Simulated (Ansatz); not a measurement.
Geometry optimisation of the cluster HfAl₆⁺.

```yaml
crystal:
  periodic: [false, false, false]
  atoms:
    - {symbol: Hf, position_ang: [0.097498, -1.687618, 0.881074]}
    - {symbol: Al, position_ang: [-0.789160, 1.967853, -0.702700]}
    - {symbol: Al, position_ang: [0.208562, -0.239037, -1.583902]}
    - {symbol: Al, position_ang: [-1.104263, 0.659202, 1.691715]}
    - {symbol: Al, position_ang: [-2.041820, -0.451155, -0.347323]}
    - {symbol: Al, position_ang: [2.429421, -1.172941, -0.497452]}
    - {symbol: Al, position_ang: [1.199772, 0.923696, 0.558588]}
basis:
  gaussian: {orbitals: def2-SVP}
total_charge: 1
magnetization: {spin_polarized: true, initial_magnetization: 1}
hamiltonian: {xc: r2scan, dispersion: d4}
scf: {lower_state_search: "off"}
output: {orbitals: {seedname: orbitals}}
relax: {f_tol: 0.02, max_steps: 100}
```

```sh
$ ansatz run in.yaml --threads 4 --pin off --events-out ev --progress --plain --max-ram 8704MiB
```

Output, abridged:

```
Functional definition: r2SCAN
mean field -40864.10517592 eV, -1501.7281665299 hartree, gradient 9.9e-6 eV, S^2 0.795273; 0 other end points of the search recorded, 0 dependent functions left out
relax step   1: F+E_penalty+E_count = -40864.17112599 eV  Δ(F+E_penalty+E_count) = +0.000e0 eV  max|allowed force component| = 3.694e-1 eV/Å  Δτ_max = 0.0000 Å  (38 SCF iters, accepted)
mean field -40864.14550267 eV, -1501.7296485106 hartree, gradient 2.7e-6 eV, S^2 0.788883; 0 other end points of the search recorded, 0 dependent functions left out
relax step   2: F+E_penalty+E_count = -40864.21174965 eV  Δ(F+E_penalty+E_count) = -4.062e-2 eV  max|allowed force component| = 3.803e-1 eV/Å  Δτ_max = 0.1183 Å  (51 SCF iters, accepted)
mean field -40864.15512477 eV, -1501.7300021162 hartree, gradient 2.8e-6 eV, S^2 0.786740; 0 other end points of the search recorded, 0 dependent functions left out
relax step   3: F+E_penalty+E_count = -40864.22133007 eV  Δ(F+E_penalty+E_count) = -9.580e-3 eV  max|allowed force component| = 1.984e-1 eV/Å  Δτ_max = 0.0604 Å  (51 SCF iters, accepted)
mean field -40864.16381858 eV, -1501.7303216076 hartree, gradient 3.5e-6 eV, S^2 0.786829; 0 other end points of the search recorded, 0 dependent functions left out
relax step   4: F+E_penalty+E_count = -40864.23000333 eV  Δ(F+E_penalty+E_count) = -8.673e-3 eV  max|allowed force component| = 3.250e-2 eV/Å  Δτ_max = 0.0325 Å  (43 SCF iters, accepted)
mean field -40864.16399453 eV, -1501.7303280736 hartree, gradient 2.3e-6 eV, S^2 0.786697; 0 other end points of the search recorded, 0 dependent functions left out
relax step   5: F+E_penalty+E_count = -40864.23018780 eV  Δ(F+E_penalty+E_count) = -1.845e-4 eV  max|allowed force component| = 1.578e-2 eV/Å  Δτ_max = 0.0035 Å  (44 SCF iters, accepted)
Total energy: -40864.23021178 eV, -1501.7327615128 hartree
Atom 0 at     0.069679    -1.731467     0.914392 Å, force    -0.015784    -0.000278     0.005881 eV/Å
Atom 1 at    -0.761527     1.923307    -0.692335 Å, force    -0.002902     0.009281    -0.004043 eV/Å
Atom 2 at     0.207282    -0.216182    -1.649819 Å, force    -0.001905    -0.007916    -0.004878 eV/Å
Atom 3 at    -1.069052     0.649594     1.698169 Å, force     0.004347    -0.004646    -0.001990 eV/Å
Atom 4 at    -2.020542    -0.472921    -0.361474 Å, force     0.004935    -0.002899     0.002766 eV/Å
Atom 5 at     2.341935    -1.136610    -0.472208 Å, force     0.007391     0.007255    -0.006102 eV/Å
Atom 6 at     1.232236     0.984279     0.563275 Å, force     0.003918    -0.000797     0.008366 eV/Å
Dipole moment:    -0.081486    -0.015026     0.046318 e Å
Checks for a lower state left out: stability, starts, cluster_reference, orbital_swaps, neighbouring_geometries, increment
```

Hardware: 4 threads of Arm Neoverse V1 on a shared host. Wall time 63 s.

In the def2 sets Hf takes a core potential; there is no spin–orbit coupling. The structure comes from a short search, and lower isomers may exist.
